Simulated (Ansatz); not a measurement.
Total energies of `NB(O)[SeH]`.

Cartesian coordinates in Å:
```
N -0.989 -0.084 -0.116
B 0.415 -0.109 -0.095
O 1.178 -0.925 -0.882
Se 1.477 1.054 1.096
H -1.543 -0.671 -0.716
H -1.534 0.521 0.469
H 0.677 -1.497 -1.467
H 0.319 1.711 1.713
```

Total charge 0; spin multiplicity 1. Correlated methods include outer-core shells of Se, which these sets cover unevenly. Scalar relativity is left out up to krypton. Geometry: relaxed with PBE0-D4/def2-TZVP. It is one conformer, not always the lowest. Basis def2-TZVPP, Ansatz 0.2.0.

RPA on PBE orbitals: Hartree–Fock energy of these orbitals -2556.31528 Eh, correlation -1.28250 Eh (frozen core).

| functional | energy without D4 (Eh) | D4 term (kJ/mol) |
| --- | --- | --- |
| LDA (SPW92) | -2554.27637 | – |
| PBE | -2558.42541 | -14.7 |
| revPBE | -2558.72417 | -46.2 |
| BLYP | -2558.96603 | -33.0 |
| r2SCAN | -2558.88121 | -3.4 |
| B97M-V | -2558.51624 | – |
| PBE0 | -2558.51288 | -12.3 |
| B3LYP | -2559.01905 | -24.0 |
| r2SCANh | -2558.87019 | -3.6 |
| r2SCAN0 | -2558.85473 | -4.0 |
| HSE06 (plane-wave form) | -2558.50795 | -11.5 |
| BHLYP | -2558.88266 | -18.3 |
| CAM-B3LYP | -2559.03702 | -12.5 |
| LC-ωPBE | -2558.55013 | – |
| ωB97X-V | -2558.70462 | – |
| ωB97M-V | -2558.78490 | – |
| B2PLYP | -2558.48135 | – |
| PBE-QIDH | -2558.17616 | – |

B3LYP takes the VWN-RPA correlation (the form of Gaussian; ORCA's B3LYP/G). HSE06 is the plane-wave form, built on full-range PBE exchange. The double hybrids freeze the cores in their second-order part.

LC-ωPBE has ω = 0.4 bohr⁻¹.
